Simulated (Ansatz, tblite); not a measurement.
Isomers of Al3Si (doublet), found by a short tight-binding search and relaxed with PBE0-D4/def2-TZVP in Ansatz.

The xTB rows come from tblite.

Run but left out: HF/def2-TZVPP, MP2/def2-TZVPP, CCSD/def2-TZVPP, CCSD(T)/def2-TZVPP (A: ⟨S²⟩ 1.68, where a pure state has 0.75).

Other spin states were run for one of them alone.

A:

```xyz
4

Al   -1.396   -0.256    0.079
Al    0.457   -2.012    0.149
Al   -0.303    2.040   -0.158
Si    1.243    0.228   -0.070
```

B:

Cartesian coordinates in Å:
```
Al -0.406 1.279 -0.900
Al 0.270 -1.311 0.905
Al 1.878 0.398 -0.133
Si -1.743 -0.366 0.128
```

Q: Estimate which lies lowest at each level, and how far above it the others are (kJ/mol).

A: 
```json
{"level": "GFN2-xTB", "A": "1.2", "B": "0.0"}
{"level": "PBE-D4/def2-TZVP", "A": "0.0", "B": "2.2"}
{"level": "r2SCAN-D4/def2-TZVP", "A": "0.0", "B": "5.3"}
{"level": "B97M-V/def2-TZVP", "A": "0.0", "B": "8.1"}
{"level": "PBE0-D4/def2-TZVP", "A": "0.0", "B": "6.3"}
{"level": "ωB97M-V/def2-TZVP", "A": "0.0", "B": "11.5"}
```
Point groups (tolerance 0.1 Å): A C2v, B C2v. Lower isomers may exist.
